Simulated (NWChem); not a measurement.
System: SiICl$_{2}$F; SMILES F[Si](Cl)(Cl)I

Input file for NWChem:

```
start job
memory heap 200 mb stack 900 mb global 1100 mb
geometry units angstroms noautoz
  F      1.878820     1.120478     0.000000
  Si     0.277707     0.853898     0.000000
  Cl    -0.505693     1.733092    -1.678561
  Cl    -0.505693     1.733092     1.678561
  I     -0.107022    -1.543524     0.000000
end
basis spherical
  F library 6-311g**
  Si library 6-311g**
  Cl library 6-311g**
  I library 6-311g**
end
dft
  xc xpbe96 cpbe96
  iterations 150
  mulliken
end
task dft energy
```

Excerpt of the output:

```
             Northwest Computational Chemistry Package (NWChem) 7.3.0
             --------------------------------------------------------

 CS  symmetry detected

                             Geometry "geometry" -> ""
                             -------------------------

 Output coordinates in angstroms (scale by  1.889725989 to convert to a.u.)

  No.       Tag          Charge          X              Y              Z
 ---- ---------------- ---------- -------------- -------------- --------------
    1 F                    9.0000     1.88380747    -1.15106274     0.00000000
    2 Si                  14.0000     0.28604406    -0.86509102     0.00000000
    3 Cl                  17.0000    -0.50795739    -1.73472274    -1.67856100
    4 Cl                  17.0000    -0.50795739    -1.73472274     1.67856100
    5 I                   53.0000    -0.06959118     1.53681910     0.00000000

 Effective nuclear repulsion energy (a.u.)     759.0108090735

      Symmetry information
      --------------------

 Group name             Cs
 Group number              2
 Group order               2
 No. of unique centers     4

  pbe96 is a nonlocal functional; adding pw91lda local functional.

                                 NWChem DFT Module
                                 -----------------

 Summary of "ao basis" -> "ao basis" (spherical)
 ------------------------------------------------------------------------------
       Tag                 Description            Shells   Functions and Types
 ---------------- ------------------------------  ------  ---------------------
 F                          6-311g**                 8       18   4s3p1d
 Si                         6-311g**                12       26   6s5p1d
 Cl                         6-311g**                12       26   6s5p1d
 I                          6-311g**                24       62   10s9p5d

      Symmetry analysis of basis
      --------------------------

        a'        101
        a"         57

            General Information
            -------------------
          SCF calculation type: DFT
          Wavefunction type:  closed shell.
          No. of atoms     :     5
          No. of electrons :   110
           Alpha electrons :    55
            Beta electrons :    55
          Charge           :     0
          Spin multiplicity:     1
          Use of symmetry is: on ; symmetry adaption is: on
          Maximum number of iterations: 150
          AO basis - number of functions:   158
                     number of shells:    68
          Convergence on energy requested:  1.00D-06
          Convergence on density requested:  1.00D-05
          Convergence on gradient requested:  5.00D-04

              XC Information
              --------------
          PerdewBurkeErnzerhof Exchange Functional  1.000
            Perdew 1991 LDA Correlation Functional  1.000 local
           PerdewBurkeErnz. Correlation Functional  1.000 non-local

             Grid Information
             ----------------
          Grid used for XC integration:  medium
          Radial quadrature: Mura-Knowles
          Angular quadrature: Lebedev.
          Tag              B.-S. Rad. Rad. Pts. Rad. Cut. Ang. Pts.
          ---              ---------- --------- --------- ---------
          F                   0.50       49          10.0       434
          Si                  1.10       88          10.0       590
          Cl                  1.00       88          11.0       590
          I                   1.40      123          11.0       590
          Grid pruning is: on
          Number of quadrature shells:   348
          Spatial weights used:  Erf1

      Superposition of Atomic Density Guess
      -------------------------------------

 Sum of atomic energies:       -8224.01056852

      Non-variational initial energy
      ------------------------------

 Total energy =   -8225.048348
 1-e energy   =  -12832.311793
 2-e energy   =    3848.252635
 HOMO         =      -0.357154
 LUMO         =      -0.008531

      Symmetry analysis of molecular orbitals - initial
      -------------------------------------------------

  Numbering of irreducible representations:

     1 a'          2 a"

  Orbital symmetries:

     1 a'          2 a'          3 a'          4 a"          5 a'
     6 a'          7 a"          8 a'          9 a'         10 a'
    11 a"         12 a'         13 a'         14 a'         15 a"
    16 a'         17 a"         18 a'         19 a'         20 a"
    21 a'         22 a"         23 a'         24 a'         25 a"
    26 a"         27 a'         28 a'         29 a'         30 a"
    31 a'         32 a'         33 a"         34 a'         35 a'
    36 a"         37 a'         38 a"         39 a'         40 a'
    41 a'         42 a"         43 a'         44 a'         45 a"
    46 a'         47 a'         48 a"         49 a'         50 a'
    51 a"         52 a"         53 a'         54 a'         55 a"
    56 a'         57 a'         58 a"         59 a'         60 a'
    61 a"         62 a'         63 a'         64 a"         65 a'

     ---------------------------------------------
      Total Density - Mulliken Population Analysis
     ---------------------------------------------

    Atom       Charge   Shell Charges
 -----------   ------   -------------------------------------------------------
    1 F    9     9.59   1.08  0.92  1.21  1.10  2.53  0.85  1.90  0.00
    2 Si  14    12.33   0.79  1.18  0.96  1.03  0.69  0.23  1.94  3.95  0.38  0.90  0.07  0.22
    3 Cl  17    17.40   0.78  1.19  0.91  1.08  1.00  1.01  7.41 -1.49  1.02  3.20  1.29  0.01
    4 Cl  17    17.40   0.78  1.19  0.91  1.08  1.00  1.01  7.41 -1.49  1.02  3.20  1.29  0.01
    5 I   53    53.29   0.94  1.00  1.05  0.92  0.95  1.06  0.98  1.07  1.31  0.67  5.02  1.20  3.37  2.34  3.00  2.96  1.07  2.94  1.43  6.22  3.85  4.88  4.85  0.23

   convergence    iter        energy       DeltaE   RMS-Dens  Diis-err
 ---------------- ----- ----------------- --------- --------- ---------
 d= 0,ls=0.0,diis     1  -8228.1218080331 -8.99D+03  1.34D-02  1.07D+01

 !! scf_movecs_sym_adapt:    4 vectors were symmetry contaminated

  Symmetry fudging
 d= 0,ls=0.0,diis     2  -8227.7975838536  3.24D-01  1.51D-02  4.74D+00
 d= 0,ls=0.0,diis     3  -8227.8771461308 -7.96D-02  6.68D-03  4.15D+00
 d= 0,ls=0.0,diis     4  -8228.2895205867 -4.12D-01  1.34D-03  2.93D-02
 d= 0,ls=0.0,diis     5  -8228.2909309728 -1.41D-03  6.65D-04  1.54D-02
  Resetting Diis
 d= 0,ls=0.0,diis     6  -8228.2923473670 -1.42D-03  1.91D-04  1.98D-03
 d= 0,ls=0.0,diis     7  -8228.2925255632 -1.78D-04  1.68D-04  1.55D-04
 d= 0,ls=0.0,diis     8  -8228.2924842354  4.13D-05  1.13D-04  4.86D-04
 d= 0,ls=0.0,diis     9  -8228.2925417971 -5.76D-05  8.11D-06  4.02D-06
 d= 0,ls=0.0,diis    10  -8228.2925420988 -3.02D-07  2.90D-06  3.23D-07

         Total DFT energy =    -8228.292542098803
      One electron energy =   -12833.836806412202
           Coulomb energy =     4109.808378596365
    Exchange-Corr. energy =     -263.274923356475
 Nuclear repulsion energy =      759.010809073508

 Numeric. integr. density =      110.000000119809

                  Occupations of the irreducible representations
                  ----------------------------------------------

                     irrep           alpha         beta
                     --------     --------     --------
                     a'               36.0         36.0
                     a"               19.0         19.0

                       DFT Final Molecular Orbital Analysis
                       ------------------------------------

 Vector   53  Occ=2.000000D+00  E=-3.131423D-01  Symmetry=a"
              MO Center= -4.0D-01, -1.7D+00, -3.4D-10, r^2= 4.2D+00
   Bfn.  Coefficient  Atom+Function         Bfn.  Coefficient  Atom+Function
  ----- ------------  ---------------      ----- ------------  ---------------
    60      0.304268  3 Cl px                86     -0.304268  4 Cl px
    62     -0.277323  3 Cl pz                88     -0.277323  4 Cl pz
    51     -0.181167  3 Cl px                77      0.181167  4 Cl px
    63      0.169689  3 Cl px                89     -0.169689  4 Cl px
    53      0.160300  3 Cl pz                79      0.160300  4 Cl pz

 Vector   54  Occ=2.000000D+00  E=-2.723424D-01  Symmetry=a'
              MO Center= -4.9D-02,  1.3D+00,  2.1D-10, r^2= 2.8D+00
   Bfn.  Coefficient  Atom+Function         Bfn.  Coefficient  Atom+Function
  ----- ------------  ---------------      ----- ------------  ---------------
   128      0.557564  5 I  px               131      0.295314  5 I  px
   125      0.263679  5 I  px               119     -0.253158  5 I  px
   122     -0.235327  5 I  px               113      0.121655  5 I  px
   129      0.094650  5 I  py               116      0.083112  5 I  px
    61      0.076205  3 Cl py                87      0.076205  4 Cl py

 Vector   55  Occ=2.000000D+00  E=-2.702717D-01  Symmetry=a"
              MO Center= -9.8D-02,  1.1D+00, -1.8D-10, r^2= 3.3D+00
   Bfn.  Coefficient  Atom+Function         Bfn.  Coefficient  Atom+Function
  ----- ------------  ---------------      ----- ------------  ---------------
   130      0.557663  5 I  pz               133      0.299659  5 I  pz
   127      0.263755  5 I  pz               121     -0.253258  5 I  pz
   124     -0.235297  5 I  pz                61      0.152835  3 Cl py
    87     -0.152835  4 Cl py               115      0.121663  5 I  pz
    52     -0.086713  3 Cl py                78      0.086713  4 Cl py

 Vector   56  Occ=0.000000D+00  E=-9.996975D-02  Symmetry=a'
              MO Center= -1.3D-01,  6.8D-03,  1.7D-11, r^2= 5.3D+00
   Bfn.  Coefficient  Atom+Function         Bfn.  Coefficient  Atom+Function
  ----- ------------  ---------------      ----- ------------  ---------------
    24      1.198037  2 Si s                132      0.549114  5 I  py
    23      0.523525  2 Si s                106     -0.386927  5 I  s
   129      0.335193  5 I  py                50     -0.266890  3 Cl s
    76     -0.266890  4 Cl s                 22     -0.264329  2 Si s
    65     -0.237855  3 Cl pz                91      0.237855  4 Cl pz

 Vector   57  Occ=0.000000D+00  E=-3.018805D-02  Symmetry=a'
              MO Center=  2.7D-01, -5.3D-01,  9.4D-12, r^2= 4.2D+00
   Bfn.  Coefficient  Atom+Function         Bfn.  Coefficient  Atom+Function
  ----- ------------  ---------------      ----- ------------  ---------------
    37      0.733969  2 Si px                34      0.704328  2 Si px
    10     -0.505282  1 F  s                131     -0.288625  5 I  px
    50      0.232827  3 Cl s                 76      0.232827  4 Cl s
    11      0.183696  1 F  px                63     -0.174687  3 Cl px
    89     -0.174687  4 Cl px                65      0.164869  3 Cl pz

 Vector   58  Occ=0.000000D+00  E=-1.799593D-02  Symmetry=a"
              MO Center=  1.3D-01, -6.3D-01, -3.3D-11, r^2= 4.9D+00
   Bfn.  Coefficient  Atom+Function         Bfn.  Coefficient  Atom+Function
  ----- ------------  ---------------      ----- ------------  ---------------
    36      0.774218  2 Si pz                39      0.758533  2 Si pz
    50      0.540686  3 Cl s                 76     -0.540686  4 Cl s
   133     -0.277108  5 I  pz                63      0.235460  3 Cl px
    89     -0.235460  4 Cl px                64      0.214248  3 Cl py
    90     -0.214248  4 Cl py                65      0.203253  3 Cl pz

     ---------------------------------------------
      Total Density - Mulliken Population Analysis
     ---------------------------------------------

    Atom       Charge   Shell Charges
 -----------   ------   -------------------------------------------------------
    1 F    9     9.31   1.08  0.92  1.18  1.09  2.32  0.88  1.85  0.00
    2 Si  14    13.18   0.79  1.18  0.94  1.04  0.91  0.12  1.97  3.89  0.60  1.30  0.06  0.37
    3 Cl  17    17.21   0.78  1.19  0.89  1.09  1.03  1.01  7.42 -1.51  1.08  3.02  1.21  0.02
    4 Cl  17    17.21   0.78  1.19  0.89  1.09  1.03  1.01  7.42 -1.51  1.08  3.02  1.21  0.02
    5 I   53    53.10   0.94  1.00  1.04  0.93  0.92  1.09  0.99  1.06  1.41  0.58  5.02  1.20  3.33  2.37  3.02  2.93  1.10  2.89  1.23  6.22  3.85  4.88  4.82  0.27

     -------------------------------------------
      Total Density - Lowdin Population Analysis
     -------------------------------------------

    Atom       Charge   Shell Charges
 -----------   ------   -------------------------------------------------------
    1 F    9     9.19   1.03  0.96  1.19  1.01  2.31  0.79  1.91  0.00
    2 Si  14    13.72   0.90  1.08  0.93  1.01  0.59  0.37  2.16  3.52  0.80  1.17  0.67  0.52
    3 Cl  17    17.06   0.90  1.08  0.93  1.04  0.90  0.92  4.50  0.92  1.70  2.71  1.43  0.02
    4 Cl  17    17.06   0.90  1.08  0.93  1.04  0.90  0.92  4.50  0.92  1.70  2.71  1.43  0.02
    5 I   53    52.98   1.04  0.97  1.06  0.92  0.91  1.03  0.89  1.16  1.06  0.78  4.82  1.77  2.93  2.49  2.70  2.91  1.46  2.50  1.56  6.13  4.00  4.67  4.77  0.47

     Multipole analysis of the density
     ---------------------------------

     L   x y z        total         alpha         beta         nuclear
     -   - - -        -----         -----         ----         -------
     0   0 0 0     -0.000000    -55.000000    -55.000000    110.000000

     1   1 0 0     -0.224697     -0.112348     -0.112348     -0.000000
     1   0 1 0      0.366736      0.183368      0.183368     -0.000000
     1   0 0 1     -0.000000     -0.000000     -0.000000      0.000000

     2   2 0 0    -54.948766   -102.669306   -102.669306    150.389845
     2   1 1 0      0.294092     -2.194742     -2.194742      4.683575
     2   1 0 1      0.000000      0.000000      0.000000      0.000000
     2   0 2 0    -52.080461   -472.232024   -472.232024    892.383588
     2   0 1 1      0.000000      0.000000      0.000000      0.000000
     2   0 0 2    -53.871379   -197.984812   -197.984812    342.098244
```

Level: PBE/6-311G** (spherical d), non-relativistic. Coordinates come from a PBE-D3(BJ)/def2-SVP (def2 core potentials past Kr) optimisation.
